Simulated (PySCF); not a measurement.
## A survey of 19F NMR shifts

PySCF calculation with GIAO PBE0/pcSseg-1 shieldings and GFN2-xTB structure; in vacuum, rapidly exchanging positions averaged, non-relativistic Hamiltonian, a single conformation.

Shieldings were converted by a linear fit to measured shifts: 19F: δ = 146.13 − 0.903σ +14.6 on sp3 carbon (rms 6.0 ppm, 223 shifts, 7.0 ppm with the 5 outliers that the fit left out vs CFCl3, solution or neat liquid). A few per cent of atoms miss by over 2 rms, more outside the fitted compound classes.

(1) Give the 19F shifts of `FC(F)=C(F)[C@@H]1C[C@H](F)CC=N1`, `CCC(F)(F)[Si@@H]1C[SiH2][SiH2]1`, `C/C=C(/CF)OC`, `F/C=C\CO[SiH3]`.

(2) Order these by 19F shift, lowest first.
A. O=c1c(F)cscc1Cl
B. O[SiH2]C/C=C/F
C. O[Si@@H]1CC[C@H]1F
D. C[C@@H]1N[SiH2]N(C)[SiH2][C@H]1F

Results:

(1) 
| compound | environment | δ (ppm) |
| --- | --- | --- |
| [F:1][C:2]([F:3])=[C:4]([F:5])[C@@H:6]1[CH2:7][C@H:8]([F:9])[CH2:10][CH:11]=[N:12]1 | F3: vinylic fluorine | -106.0 |
| [F:1][C:2]([F:3])=[C:4]([F:5])[C@@H:6]1[CH2:7][C@H:8]([F:9])[CH2:10][CH:11]=[N:12]1 | F1: vinylic fluorine | -121.3 |
| [F:1][C:2]([F:3])=[C:4]([F:5])[C@@H:6]1[CH2:7][C@H:8]([F:9])[CH2:10][CH:11]=[N:12]1 | F9: fluorine on an sp3 carbon | -177.6 |
| [F:1][C:2]([F:3])=[C:4]([F:5])[C@@H:6]1[CH2:7][C@H:8]([F:9])[CH2:10][CH:11]=[N:12]1 | F5: vinylic fluorine | -192.8 |
| [CH3:1][CH2:2][C:3]([F:4])([F:5])[Si@@H:6]1[CH2:7][SiH2:8][SiH2:9]1 | F4: fluorine of a CF2 group | -90.2 |
| [CH3:1][CH2:2][C:3]([F:4])([F:5])[Si@@H:6]1[CH2:7][SiH2:8][SiH2:9]1 | F5: fluorine of a CF2 group | -111.6 |
| C/C=C(/CF)OC | fluorine on an sp3 carbon | -200.4 |
| F/C=C\CO[SiH3] | vinylic fluorine | -119.5 |

(2) D (-213.4 ppm, fluorine on an sp3 carbon), C (-196.3 ppm, fluorine on an sp3 carbon), B (-119.5 ppm, vinylic fluorine), A (-106.2 ppm, fluorine on an unsaturated ring).
